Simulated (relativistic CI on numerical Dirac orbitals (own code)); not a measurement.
# Line list: Electric-dipole lines, I LI

Method of calculation: Dirac-Coulomb-Breit CI, KLI orbitals optimised for each configuration, model QED, unscaled Slater integrals (own radial code, finite nucleus).

Configuration list (outside the closed core 1s2): 2s, 2p, 3s, 3p, 3d, 4s, 4p, 4d, 4f, 5s, 5p, 5d, 5f, 5g, 6s, 6p, 6d. Levels of other configurations are missing.

```
λ vac (Å)            Lower            Upper   A (s⁻¹)  log gf  S velocity/length
   1.8404   2p 2P°_3/2 [3]   4d 2D_5/2 [13]  1.42e+14   -0.37               1.00
   2.2827    2s 2S_1/2 [1]   3p 2P°_3/2 [6]  1.42e+14   -0.35               1.00
   2.3284   2p 2P°_1/2 [2]    3d 2D_3/2 [7]  3.89e+14    0.10               1.00
   2.4736   2p 2P°_3/2 [3]    3d 2D_5/2 [8]  4.38e+14    0.38               1.00
   4.8318   3p 2P°_3/2 [6]   5d 2D_5/2 [20]  2.32e+13   -0.31               1.00
   4.8508    3d 2D_3/2 [7]  5f 2F°_5/2 [21]  2.95e+13   -0.20               1.00
   4.9041    3d 2D_5/2 [8]  5f 2F°_7/2 [23]  3.08e+13   -0.05               1.00
   6.5859    3s 2S_1/2 [4]  4p 2P°_3/2 [11]  1.83e+13   -0.32               1.00
   6.6852   3p 2P°_1/2 [5]   4d 2D_3/2 [12]  3.93e+13    0.02               1.00
   7.0219   3p 2P°_3/2 [6]   4d 2D_5/2 [13]  4.74e+13    0.32               1.00
   7.0619    3d 2D_3/2 [7]  4f 2F°_5/2 [14]  8.86e+13    0.60               1.00
   7.1622    3d 2D_5/2 [8]  4f 2F°_7/2 [15]  9.32e+13    0.76               1.00
   14.519  4p 2P°_1/2 [10]   5d 2D_3/2 [19]  7.89e+12    0.00               1.00
   15.161  4p 2P°_3/2 [11]   5d 2D_5/2 [20]  9.87e+12    0.31               1.00
   15.239   4d 2D_3/2 [12]  5f 2F°_5/2 [21]  1.64e+13    0.54               1.00
   15.425   4d 2D_5/2 [13]  5f 2F°_7/2 [23]  1.75e+13    0.70               1.00
   15.429  4f 2F°_5/2 [14]   5g 2G_7/2 [22]  2.80e+13    0.90               1.00
   15.516  4f 2F°_7/2 [15]   5g 2G_9/2 [24]  2.88e+13    1.02               1.00
   26.838  5p 2P°_1/2 [17]   6d 2D_3/2 [28]  2.31e+12    0.00               1.00
   27.927  5p 2P°_3/2 [18]   6d 2D_5/2 [29]  2.96e+12    0.32               1.00
```

Terms are leading LS components. Brackets give the number of a level in order of energy, since labels repeat. The list gives strong lines, with weight on those to low levels. Levels whose partners in the same complex of configurations lie outside the list can be far off, and so can their lines. Rates are taken at the computed energies, electric ones in the length gauge. A velocity-to-length ratio far from 1 marks an uncertain rate.

At this charge energies of transitions that change n are usually good to better than 1 %, and those within a shell (Δn = 0) to a few per cent.

Q: From the table, what is the radiative lifetime of 4d 2D_5/2?

A: The listed rates from this level add up to about 1.89e+14 s⁻¹, 100 % of its decay; with all channels τ = 5.29e-15 s.
